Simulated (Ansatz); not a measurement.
Reaction (substitution at a C–B bond): `CB(N)S` + `OBF` → `COBF` + `NBS`

Program: Ansatz. Geometries: PBE0-D4/def2-TZVP. ΔE: electronic, gas phase. CCSD(T)/CBS is the MP2 limit (def2-TZVPP, def2-QZVPP) plus CCSD(T) − MP2 in def2-TZVPP, frozen cores. This one scheme is used for every species. One conformer a species, not always the lowest.

`CB(N)S`:

```xyz
10

C    -0.384   -0.122    1.340
B     0.167    0.143   -0.109
N    -0.324   -0.552   -1.216
S     1.480    1.404   -0.273
H     0.419   -0.435    2.015
H    -1.158   -0.894    1.361
H    -0.809    0.789    1.770
H    -0.007   -0.418   -2.160
H    -1.046   -1.246   -1.126
H     1.662    1.332   -1.602
```

`OBF`:

Z-matrix (Å, degrees):
```
B
O 1 1.344
F 1 1.332 2 120.3
H 1 1.192 2 120.1 3 -180.0
H 2 0.963 1 113.4 3 -0.0
```

`COBF`:

Z-matrix (Å, degrees):
```
C
O 1 1.413
H 1 1.093 2 111.6
H 1 1.091 2 108.9 3 -120.7
H 1 1.091 2 108.9 3 120.7
B 2 1.339 1 121.8 3 -0.2
F 6 1.325 2 117.6 1 180.0
H 6 1.199 2 123.0 1 -0.0
```

`NBS`:

```xyz
7

N     0.624   -0.973   -0.233
B    -0.291    0.069   -0.118
S     0.089    1.501    0.931
H     1.514   -0.998    0.236
H     0.444   -1.778   -0.805
H    -1.326    0.018   -0.710
H    -1.053    2.161    0.698
```

```json
{"species": "`CB(N)S`", "CCSD(T)/CBS(def2) energy (Eh)": "-519.02643"}
{"species": "`OBF`", "CCSD(T)/CBS(def2) energy (Eh)": "-201.07426"}
{"species": "`COBF`", "CCSD(T)/CBS(def2) energy (Eh)": "-240.31409"}
{"species": "`NBS`", "CCSD(T)/CBS(def2) energy (Eh)": "-479.74963"}
```

Question: Work out ΔE.

Answer: ΔE = (-240.31409) + (-479.74963) − (-519.02643) − (-201.07426) = 0.03697 Eh = +23.2 kcal/mol.

Question: What do rigid-rotor, harmonic-oscillator terms from PBE0-D4/def2-TZVP frequencies (298.15 K, 1 bar) make of the CCSD(T)/CBS value? (Best estimate.)

Answer: Computed: ΔZPE = 0.0 kcal/mol, ΔH = +23.1 kcal/mol, ΔS = -6 J/(mol·K), ΔG = +23.6 kcal/mol. Modes under 50 cm⁻¹ make the entropy rough.

Largest T1 diagnostic among the species: 0.013.

Leaving LDA and LC-ωPBE aside and taking each functional with its dispersion term where it has one, the values, not all of them listed here, spread over 2.4 kcal/mol, from BLYP-D4 to B97M-V. LDA lies +1.0 kcal/mol from PBE without D4. The D4 term adds +1.0 kcal/mol with B3LYP and +0.5 kcal/mol with PBE0; it sums over pairs of atoms, weighted by their polarisabilities, and B3LYP, whose exchange is more repulsive, gets the larger term.

B3LYP here is the variant with VWN-RPA as its local correlation; programs differ in this.
